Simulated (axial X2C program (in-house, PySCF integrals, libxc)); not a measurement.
## Spin–orbit effects down a group: molecules with O (ions), PBE0

All values come from calculations with an in-house all-electron X2C program for linear molecules (integrals from PySCF), spin-free (one-electron X2C) or two-component (2c: spin–orbit coupling with atomic mean-field Coulomb and Gaunt terms, which also bring small scalar terms), in Dyall basis sets with cores contracted in-house; open shells are unrestricted.

Basis sets: As dyall-acv3z, Bi dyall-acv3z, N dyall-av3z, O dyall-av3z, P dyall-av3z, Sb dyall-acv3z.

```
molecule  spin-free state  Re (Å)  ωe (cm⁻¹)  De (eV)  2c state  Re 2c (Å)  ωe 2c (cm⁻¹)  De 2c (eV)
     NO⁻   M_S = 1, Λ = 0   1.246     1449.6     5.43     Ω = 1      1.246        1449.3        5.43
     PO⁻   M_S = 1, Λ = 0   1.543     1058.8     5.74     Ω = 1      1.543        1058.8        5.75
    AsO⁻   M_S = 1, Λ = 0   1.678      857.2     4.81     Ω = 1      1.678         856.7        4.80
    SbO⁻   M_S = 1, Λ = 0   1.865      756.6     4.30     Ω = 1      1.866         753.9        4.25
    BiO⁻   M_S = 1, Λ = 0   1.960      681.8     3.69     Ω = 0      1.982         643.9        3.22
```

Fragments in 2c: O- + N, P + O-, As + O-, Sb + O-, Bi + O-. Each entry is the lowest single determinant of a limited PBE0 search at one distance. De goes to single-determinant-based atoms at the same level (for ions the charge split of lowest energy) and is withheld (n/a) where an atom does not fit its ground term or J level. Main or longest-lived isotopes. One determinant is a doubtful description, or other states lie close, for NO⁻, PO⁻, AsO⁻, SbO⁻, BiO⁻; these need not be ground states, and all values refer to the states named. Some open-shell Ω = 0 determinants are out of reach, so the Ω given for NO⁻, PO⁻, AsO⁻, SbO⁻ need not be the lowest component. With several unpaired electrons the Ω given is that of one determinant, not necessarily of the lowest component. Some light 2c atoms are not at their ground J level, so De misses part of their lowering (0.04 eV or less). The functionals have no current term, which raises determinants with orbital currents.
